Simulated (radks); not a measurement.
The erbium anion Er- inside a hard spherical wall (all orbitals vanish at R), configuration held at [Xe] 4f13 6s2 and not refilled when levels cross. Calculated with a radial shooting solver on a logarithmic mesh with Libxc functionals: scalar-relativistic Kohn-Sham, PBE, spin-polarised, spherical densities, point nucleus; open shells are filled with parallel spins first (spin-orbit coupling, left out, can overturn this in heavy ions). Eigenvalues in eV for spin up, with the zero of energy where the potential of the charges vanishes at infinity; a dash marks a level that is unbound or too diffuse for the functional's potential to be trusted. A positive occupied level is held by the wall or, in an anion where self-interaction has pushed it up, behind a barrier. The pressure on the wall is -dE/dV.

R (bohr) = 12: E (hartree) -13086.3126; kinetic (hartree) 14189.757; e(5s) -45.127; e(5p) -19.904; e(6s) 0.658; e(6p, empty) -; e(5d, empty) -; e(4f) 3.986; pressure (GPa) 0.135
R (bohr) = 10: E (hartree) -13086.2907; kinetic (hartree) 14189.772; e(5s) -43.715; e(5p) -18.569; e(6s) 1.357; e(6p, empty) -; e(5d, empty) -; e(4f) 5.498; pressure (GPa) 0.353
R (bohr) = 7: E (hartree) -13086.1836; kinetic (hartree) 14190.044; e(5s) -40.307; e(5p) -15.314; e(6s) 3.846; e(6p, empty) -; e(5d, empty) -; e(4f) 9.035; pressure (GPa) 3.69
R (bohr) = 2.5: E (hartree) -13077.7377; kinetic (hartree) 14218.391; e(5s) -5.620; e(5p) 20.265; e(6s) 94.602; e(6p, empty) 120.10; e(5d, empty) 56.607; e(4f) 49.823; pressure (GPa) 5470
R (bohr) = 2: E (hartree) -13064.3701; kinetic (hartree) 14260.436; e(5s) 25.442; e(5p) 56.514; e(6s) 197.50; e(6p, empty) 234.46; e(5d, empty) 104.54; e(4f) 83.356; pressure (GPa) 26600
